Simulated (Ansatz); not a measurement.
A run for Ansatz (a program for electronic structure): U-CCSD(T)/cc-pV(D+d)Z on C3H9Al (SMILES [CH3][Al]([CH3])[CH3]), a point of a bond scan (R = 1.480 Å). Files ending in .json are basis or fitting sets from the Basis Set Exchange.

Ansatz 0.2 input:
```yaml
crystal:
  periodic: [false, false, false]
  atoms:
    - {symbol: Al, position_ang: [-0.00545072, 0.00321689, 0.00621685]}
    - {symbol: C, position_ang: [-1.37694529, -1.39163355, -0.14691927]}
    - {symbol: H, position_ang: [-1.21586957, -2.12760633, -1.42077274]}
    - {symbol: H, position_ang: [-2.38593197, -0.96907901, -0.16620752]}
    - {symbol: H, position_ang: [-1.33411409, -2.12920174, 0.65757840]}
    - {symbol: C, position_ang: [-0.15044393, 1.64610507, -1.05639740]}
    - {symbol: H, position_ang: [0.79086087, 1.88141774, -1.56277165]}
    - {symbol: H, position_ang: [-0.36707720, 2.50233223, -0.40734550]}
    - {symbol: H, position_ang: [-0.93818372, 1.60491701, -1.81189978]}
    - {symbol: C, position_ang: [1.52994891, -0.25594771, 1.20008060]}
    - {symbol: H, position_ang: [2.11111240, 0.65534719, 1.35815232]}
    - {symbol: H, position_ang: [2.21239517, -1.00533961, 0.78245430]}
    - {symbol: H, position_ang: [1.22406953, -0.63655760, 2.17915126]}
basis:
  gaussian:
    orbitals: cc-pV_D+d_Z.json
correlation: {method: ccsd_t, electrons: outside_noble_gas}
scf: {omitted_lower_state_checks: [cluster_reference]}
magnetization: {spin_polarized: true, initial_magnetization: 0}
```

The log:

```
WARN ansatz: RAYON_NUM_THREADS=6 ignored (pool sized by the plan → 6); use --threads N
Functional definition: HF
these checks for a lower state are left out or cut short: cluster_reference
integrals: 0.26 GiB planned
1031 factors; integrals over basis functions are off by at most 9.5e-4 eV
mean field: 0.49 GiB planned
mean field evaluation 1: about -9812.5559 eV, gradient 2.5e1 eV
mean field evaluation 2: about -9812.6122 eV, gradient 2.5e1 eV
mean field evaluation 4: about -9816.0329 eV, gradient 2.0e0 eV
mean field evaluation 8: about -9816.0726 eV, gradient 8.6e-4 eV
mean field -9816.07262512 eV, -360.7340154002 hartree, gradient 3.9e-6 eV, S^2 0.000000; 0 other end points of the search recorded, 0 dependent functions left out
8 core orbitals not correlated
reference -9816.07262512 eV, -360.7340154002 hartree; 12, 12 occupied and 90, 90 virtual orbitals, 1031 factors
second order -13.95526572 eV of doubles, -0.00000000 eV of singles
coupled cluster: 1.08 GiB planned
cycle   1  -15.15040034 eV  change    -1.2e0 eV  update   8.3e-2
cycle   2  -15.59824864 eV  change   -4.5e-1 eV  update   2.7e-2
cycle   3  -15.65654035 eV  change   -5.8e-2 eV  update   8.8e-3
cycle   4  -15.65587308 eV  change    6.7e-4 eV  update   2.5e-3
cycle   5  -15.65504256 eV  change    8.3e-4 eV  update   7.3e-4
cycle   6  -15.65492638 eV  change    1.2e-4 eV  update   2.5e-4
cycle   7  -15.65493508 eV  change   -8.7e-6 eV  update   8.4e-5
cycle   8  -15.65494786 eV  change   -1.3e-5 eV  update   3.6e-5
cycle   9  -15.65494341 eV  change    4.4e-6 eV  update   1.5e-5
perturbative correction -0.44049416 eV, -0.0161878619 hartree
Total energy: -9832.16806270 eV, -361.3255118212 hartree
Checks for a lower state left out: cluster_reference
```

Self-consistency was reached.

Cost: roughly 60 core-seconds.
